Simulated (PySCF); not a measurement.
Te⁺: ionisation energy

Te⁺ [Kr] 4d10 5s2 5p3 (4S) → Te²⁺ [Kr] 4d10 5s2 5p2 (3P), as a difference of total energies. Calculation: PySCF 2.14, in aug-cc-pVDZ-PP with ECP28MDF; scalar relativity through the core potential. Correlated levels: valence: 4s2 4p6 4d10 frozen. The calculations carry no spin-orbit coupling.

```json
{"method": "UHF", "ionisation energy (eV)": "18.353"}
{"method": "LDA", "ionisation energy (eV)": "18.936"}
{"method": "PBE", "ionisation energy (eV)": "18.762"}
{"method": "PBE0", "ionisation energy (eV)": "18.859"}
{"method": "r2SCAN", "ionisation energy (eV)": "19.009"}
{"method": "TPSS", "ionisation energy (eV)": "18.776"}
{"method": "M06", "ionisation energy (eV)": "18.435"}
{"method": "r2SCANh", "ionisation energy (eV)": "19.022"}
{"method": "r2SCAN0", "ionisation energy (eV)": "19.042"}
{"method": "MP2 (valence)", "ionisation energy (eV)": "18.659"}
{"method": "SCS-MP2 (valence)", "ionisation energy (eV)": "18.554"}
```

How much does correlation contribute at MP2 (valence)?

18.659 − (18.353) = 0.306 eV, measured against UHF.

The reference lies between the lowest fine-structure levels, while these numbers refer to the centres of the terms.

Errors of the correlated levels include the incompleteness of this basis and the frozen core.

For comparison: 18.6 ± 0.4 eV (measured; NIST Atomic Spectra Database, ionization energies).
